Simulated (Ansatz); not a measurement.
Input (CCSDT(Q)/def2-TZVPP; Ansatz, a quantum-chemistry and plane-wave program):

Ansatz 0.2 input:
```yaml
crystal:
  periodic: [false, false, false]
  atoms:
    - {symbol: Ga, position_ang: [0.00000000, 0.00000000, 0.00000000]}
    - {symbol: I, position_ang: [-0.00000000, -0.00000000, -2.38685411]}
    - {symbol: I, position_ang: [0.00000000, 0.00000000, 2.38685411]}
basis:
  gaussian:
    orbitals: def2-TZVPP
total_charge: 1
magnetization: {spin_polarized: false}
correlation: {method: ccsdt_q, electrons: outside_noble_gas}
```

Output:

```
Functional definition: HF
integrals: 0.53 GiB planned
2089 factors; integrals over basis functions are off by at most 1.8e-7 eV
mean field: 1.40 GiB planned
mean field evaluation 1: about -68473.8071 eV, gradient 1.9e1 eV
mean field evaluation 2: about -68473.9279 eV, gradient 1.9e1 eV
mean field evaluation 4: about -68475.1517 eV, gradient 2.6e0 eV
mean field evaluation 8: about -68475.1727 eV, gradient 2.8e-1 eV
mean field evaluation 16: about -68473.8071 eV, gradient 1.9e1 eV
mean field -68475.17288009 eV, -2516.4161892041 hartree, gradient 3.6e-6 eV, S^2 0.000000; 0 other end points of the search recorded, 0 dependent functions left out
32 core orbitals not correlated
reference -68475.17288009 eV, -2516.4161892041 hartree; 8, 8 occupied and 108, 108 virtual orbitals, 2089 factors
second order -8.58346942 eV of doubles, -0.00000000 eV of singles
coupled cluster: 8.54 GiB planned
cycle   1  -9.11209072 eV  change   -5.3e-1 eV  update   1.1e-1
cycle   2  -9.58564873 eV  change   -4.7e-1 eV  update   5.4e-2
cycle   3  -9.93996404 eV  change   -3.5e-1 eV  update   2.6e-2
cycle   4  -9.87680122 eV  change    6.3e-2 eV  update   8.7e-3
cycle   5  -9.86775666 eV  change    9.0e-3 eV  update   4.8e-3
cycle   6  -9.87303085 eV  change   -5.3e-3 eV  update   1.4e-3
cycle   7  -9.87321162 eV  change   -1.8e-4 eV  update   5.3e-4
cycle   8  -9.87282809 eV  change    3.8e-4 eV  update   1.6e-4
cycle   9  -9.87298024 eV  change   -1.5e-4 eV  update   6.9e-5
cycle  10  -9.87306037 eV  change   -8.0e-5 eV  update   2.9e-5
cycle  11  -9.87296493 eV  change    9.5e-5 eV  update   1.3e-5
cycle  12  -9.87297415 eV  change   -9.2e-6 eV  update   5.7e-6
cycle  13  -9.87297734 eV  change   -3.2e-6 eV  update   2.5e-6
cycle  14  -9.87298062 eV  change   -3.3e-6 eV  update   1.2e-6
cycle  15  -9.87298195 eV  change   -1.3e-6 eV  update   4.7e-7
perturbative correction -0.02402840 eV, -0.0008830276 hartree
Total energy: -68485.06989044 eV, -2516.7798976262 hartree
```
